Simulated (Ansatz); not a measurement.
Cost and result for the atomization energy of CH4ClFOSi, SMILES `O[SiH](Cl)CF` (9 atoms, 8 bonds).

```json
{"atom": "O1", "x (Å)": "-1.7388", "y (Å)": "0.3832", "z (Å)": "-0.5050"}
{"atom": "Si2", "x (Å)": "-0.5526", "y (Å)": "0.1272", "z (Å)": "0.5834"}
{"atom": "Cl3", "x (Å)": "-0.0115", "y (Å)": "1.8719", "z (Å)": "1.5210"}
{"atom": "C4", "x (Å)": "0.9799", "y (Å)": "-0.5586", "z (Å)": "-0.2749"}
{"atom": "F5", "x (Å)": "1.2630", "y (Å)": "0.2382", "z (Å)": "-1.3835"}
{"atom": "H6", "x (Å)": "-1.5187", "y (Å)": "0.8947", "z (Å)": "-1.2868"}
{"atom": "H7", "x (Å)": "-1.0812", "y (Å)": "-0.8061", "z (Å)": "1.5975"}
{"atom": "H8", "x (Å)": "1.8584", "y (Å)": "-0.5701", "z (Å)": "0.3770"}
{"atom": "H9", "x (Å)": "0.8016", "y (Å)": "-1.5804", "z (Å)": "-0.6287"}
```

Charge 0, multiplicity 1. Geometry: relaxed with PBE0-D4/def2-TZVP. It is one conformer, not always the lowest. Program: Ansatz. All runs use 4 threads of an Arm Neoverse V1 on a shared host. Times are those of one run each, without the atoms' runs, and a repeat can differ threefold. Electronic energies, without spin–orbit coupling; frozen cores. CCSD(T)/CBS adds CCSD(T) − MP2 in def2-TZVPP to the MP2 limit, and its time is that of the two runs behind it. T1 = 0.011. B3LYP takes the VWN-RPA correlation (the form of Gaussian; ORCA's B3LYP/G).

CCSD(T)/CBS is a level of theory with its own doubt, some kJ/mol a heavy atom from the limit and from the frozen cores, so smaller differences don't rank the functionals.

```json
{"level": "PBE-D4/def2-TZVPP (with forces)", "functions": "233", "wall time": "2.2 s", "atomization (kcal/mol)": "798.8", "difference from CCSD(T)/CBS": "10.0", "per bond": "1.3"}
{"level": "PBE0-D4/def2-TZVPP", "functions": "233", "wall time": "2.9 s", "atomization (kcal/mol)": "782.4", "difference from CCSD(T)/CBS": "-6.4", "per bond": "-0.8"}
{"level": "B3LYP-D4/def2-TZVPP (with forces)", "functions": "233", "wall time": "4.6 s", "atomization (kcal/mol)": "781.3", "difference from CCSD(T)/CBS": "-7.5", "per bond": "-0.9"}
{"level": "r2SCAN-D4/def2-TZVPP (with forces)", "functions": "233", "wall time": "4.7 s", "atomization (kcal/mol)": "788.5", "difference from CCSD(T)/CBS": "-0.3", "per bond": "0.0"}
{"level": "B2PLYP/def2-TZVPP", "functions": "233", "wall time": "4.9 s", "atomization (kcal/mol)": "775.5", "difference from CCSD(T)/CBS": "-13.3", "per bond": "-1.7"}
{"level": "ωB97X-V/def2-TZVPP", "functions": "233", "wall time": "7.5 s", "atomization (kcal/mol)": "789.3", "difference from CCSD(T)/CBS": "0.5", "per bond": "0.1"}
{"level": "ωB97M-V/def2-TZVPP (with forces)", "functions": "233", "wall time": "11 s", "atomization (kcal/mol)": "789.7", "difference from CCSD(T)/CBS": "0.9", "per bond": "0.1"}
{"level": "MP2/def2-QZVPP", "functions": "431", "wall time": "22 s", "atomization (kcal/mol)": "799.5", "difference from CCSD(T)/CBS": "10.7", "per bond": "1.3"}
{"level": "CCSD(T)/def2-TZVPP", "functions": "233", "wall time": "2.2 min", "atomization (kcal/mol)": "764.6", "difference from CCSD(T)/CBS": "-24.2", "per bond": "-3.0"}
{"level": "CCSD(T)/CBS(def2)", "functions": "–", "wall time": "2.6 min", "atomization (kcal/mol)": "788.8", "difference from CCSD(T)/CBS": "0.0", "per bond": "0.0"}
```

The D4 term adds +7.5 kcal/mol with B3LYP and +3.9 kcal/mol with PBE0; it sums over pairs of atoms, weighted by their polarisabilities, and B3LYP, whose exchange is more repulsive, gets the larger term. From PBE to PBE0 (25 % exact exchange), in def2-TZVPP and without D4, the atomization energy moves by −15.7 kcal/mol: exact exchange takes away binding that semilocal exchange gives to molecules. In def2-TZVPP, CCSD(T) changes the Hartree–Fock value by +196.2 kcal/mol (the triples alone add +12.2 kcal/mol) and MP2 by +216.7 kcal/mol; breaking electron pairs costs correlation energy, which Hartree–Fock lacks.
